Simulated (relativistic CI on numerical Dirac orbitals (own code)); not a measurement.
Method of calculation: Dirac equation for one electron, model QED (radiative potential, 1s self-energy scaled to tabulated hydrogen-like ionisation energies) (own radial code, finite nucleus).

CI space: 1s, 2s, 2p, 3s, 3p, 3d, 4s, 4p, 4d, 4f, 5s, 5p, 5d, 5f, 5g, 6s, 6p, 6d. Levels of other configurations are missing.

Outline of the computed level scheme of Nb XLI. Lowest level of each configuration: 1s 2S_1/2 at 0.0 eV; 2p 2P°_1/2 at 17503.2 eV; 2s 2S_1/2 at 17505.9 eV; 3p 2P°_1/2 at 20788.2 eV; 3s 2S_1/2 at 20789.0 eV; 3d 2D_3/2 at 20828.4 eV; 4p 2P°_1/2 at 21932.3 eV; 4s 2S_1/2 at 21932.7 eV; 4d 2D_3/2 at 21949.3 eV.

Some strong electric-dipole decays among the lowest 14 levels: 2p 2P°_1/2 → 1s 2S_1/2 (1.8e+15 s⁻¹); 2p 2P°_3/2 → 1s 2S_1/2 (1.7e+15 s⁻¹); 3p 2P°_3/2 → 1s 2S_1/2 (4.7e+14 s⁻¹); 3p 2P°_1/2 → 1s 2S_1/2 (4.7e+14 s⁻¹); 4p 2P°_3/2 → 1s 2S_1/2 (1.9e+14 s⁻¹); 4p 2P°_1/2 → 1s 2S_1/2 (1.9e+14 s⁻¹); 3d 2D_5/2 → 2p 2P°_3/2 (1.8e+14 s⁻¹); 3d 2D_3/2 → 2p 2P°_1/2 (1.6e+14 s⁻¹).
